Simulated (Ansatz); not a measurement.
Computed with Ansatz.

CH6BFO2Si, SMILES `CO[SiH2]B(O)F` at its PBE0-D4/def2-TZVP geometry, where that method's forces vanish. Charge 0, multiplicity 1.

```tsv
atom	x (Å)	y (Å)	z (Å)
C1	0.349	-0.167	-2.008
O2	-0.201	-0.143	-0.710
Si3	0.675	0.258	0.641
B4	-0.757	0.067	2.065
O5	-1.997	-0.303	1.690
F6	-0.552	0.285	3.358
H7	0.715	0.823	-2.302
H8	-0.430	-0.472	-2.708
H9	1.177	-0.881	-2.076
H10	1.235	1.635	0.509
H11	1.835	-0.666	0.803
H12	-2.049	-0.438	0.737
```

Question: For each bond, give half the difference of the two atoms' forces along it (eV/Å; positive pushes the atoms apart) under PBE-D4, r2SCAN-D4, B3LYP-D4, ωB97M-V in def2-TZVPP. (Estimate.)

Answer: The calculation gave: 
| bond | length (Å) | PBE-D4 | r2SCAN-D4 | B3LYP-D4 | ωB97M-V |
| --- | --- | --- | --- | --- | --- |
| C1–O2 | 1.410 | 0.24 | 0.32 | 0.29 | 0.28 |
| C1–H7 | 1.096 | 0.08 | -0.06 | -0.08 | -0.11 |
| C1–H8 | 1.091 | 0.08 | -0.06 | -0.12 | -0.11 |
| C1–H9 | 1.096 | 0.08 | -0.06 | -0.08 | -0.11 |
| O2–Si3 | 1.659 | 0.30 | -0.02 | 0.06 | 0.07 |
| Si3–B4 | 2.029 | -0.35 | -0.14 | -0.08 | -0.13 |
| Si3–H10 | 1.493 | 0.05 | -0.01 | -0.09 | -0.13 |
| Si3–H11 | 1.493 | 0.05 | -0.01 | -0.09 | -0.13 |
| B4–O5 | 1.347 | 0.34 | 0.20 | 0.10 | 0.12 |
| B4–F6 | 1.327 | 0.44 | 0.13 | 0.17 | 0.22 |
| O5–H12 | 0.964 | 0.35 | -0.02 | -0.03 | -0.09 |

B3LYP here is the variant with VWN-RPA as its local correlation; programs differ in this.
